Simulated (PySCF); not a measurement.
PySCF 2.14 output of an unrestricted M06-2X calculation on a single atom or ion in aug-cc-pwCVTZ-DK (10s9p7d4f3g, 127 functions), with the spin-free X2C one-electron Hamiltonian (Gaussian nucleus):

```
SCF conv_tol = 1e-09
number electrons alpha = 14  beta = 9
    Y. Zhao and D. G. Truhlar.,  Theor. Chem. Acc. 120, 215 (2008)
    Y. Zhao and D. G. Truhlar.,  Theor. Chem. Acc. 120, 215 (2008)
cycle= 1 E= -949.089217571964  delta_E= -0.0113  |g|= 0.0294  |ddm|= 1.22
cycle= 2 E= -949.089682361004  delta_E= -0.000465  |g|= 0.0087  |ddm|= 0.199
cycle= 3 E= -949.089754974754  delta_E= -7.26e-05  |g|= 0.00379  |ddm|= 0.106
cycle= 4 E= -949.089776447576  delta_E= -2.15e-05  |g|= 0.00204  |ddm|= 0.0402
cycle= 5 E= -949.0897866768  delta_E= -1.02e-05  |g|= 0.000883  |ddm|= 0.0267
cycle= 6 E= -949.089792666144  delta_E= -5.99e-06  |g|= 0.000608  |ddm|= 0.0118
cycle= 7 E= -949.089799427711  delta_E= -6.76e-06  |g|= 0.000146  |ddm|= 0.0258
cycle= 8 E= -949.089799580774  delta_E= -1.53e-07  |g|= 1.51e-05  |ddm|= 0.00418
cycle= 9 E= -949.089799581694  delta_E= -9.2e-10  |g|= 1.98e-06  |ddm|= 0.000233
converged SCF energy = -949.089799581694  <S^2> = 8.7506957  2S+1 = 6.0002319
```

The run itself started from symmetry-adapted Hartree-Fock orbitals and held the occupation by maximum overlap, on a logarithmic radial grid, so the iterations belong to that start.

Problem. Which element, charge and spin multiplicity is this?

Solution. V (vanadium, neutral), multiplicity 6; the state was [Ar] 3d3 4s1 4p1, one real determinant (an excited configuration).

⟨L²⟩ = 14.00 against 20 for a pure G term, so this real determinant mixes terms.
